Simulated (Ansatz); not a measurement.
Molecule: H₂O (charge +1, doublet). SMILES: [OH2+]

Atoms: O1, H2, H3. Bonds: O1-H2, O1-H3.

Bond lengths (Å) and angles (degrees) optimised at HF/6-31G* with Ansatz (an electronic-structure program); PBE/6-31G* with Ansatz; B3LYP/6-31G* with Ansatz; MP2/6-31G* with Ansatz, each started from the B3LYP-D3(BJ)/def2-TZVP structure (Ansatz) of the last column. A row stands for all coordinates that are equal there. 6-31G* holds six Cartesian d functions. No wavenumbers were computed at PBE/6-31G*, MP2/6-31G*, so these may be saddle points.

| coordinate | HF/6-31G* | PBE/6-31G* | B3LYP/6-31G* | MP2/6-31G* | B3LYP-D3(BJ)/def2-TZVP |
|---|---|---|---|---|---|
| O1-H2 | 0.988 | 1.022 | 1.013 | 1.011 | 1.008 |
| H2-O1-H3 | 111.7 | 108.4 | 109.6 | 109.9 | 110.0 |

Mean signed difference of all 2 bond lengths from B3LYP-D3(BJ)/def2-TZVP: HF/6-31G* -0.020 Å, PBE/6-31G* 0.014 Å, B3LYP/6-31G* 0.005 Å, MP2/6-31G* 0.003 Å.
